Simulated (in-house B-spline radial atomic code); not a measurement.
Configurations of the chromium ion Cr²⁺, with energies counted from [Ar] 3d4. Level of theory: non-relativistic LC-wPBE, spin-polarised, spherical fractional occupations, exact exchange averaged over the configuration, point nucleus; calculated with a radial B-spline atomic code at the basis-set limit. Shells without spins written out take the highest spin.

Occupations are held fixed; configurations that lie above the ionisation limit could autoionise.

```
       configuration  E - E(ref) (eV)  highest orbital  its <r> (bohr)
        [Ar] 3d3 4s1           7.2785            4s up           2.565
        [Ar] 3d3 4f1           24.224            4f up           5.814
[Ne] 3s2 3p5 3d4 4p1           52.292            4p up           2.942
```

Q: Order these further configurations by energy, lowest first.
A. [Ne] 3s2 3p5 3d4 4s1
B. [Ar] 3d3 4p1
C. [Ne] 3s2 3p5 3d5
D. [Ne] 3s2 3p5 3d4 4f1

A: B (12.848 eV), C (38.17 eV), A (46.638 eV), D (63.876 eV).
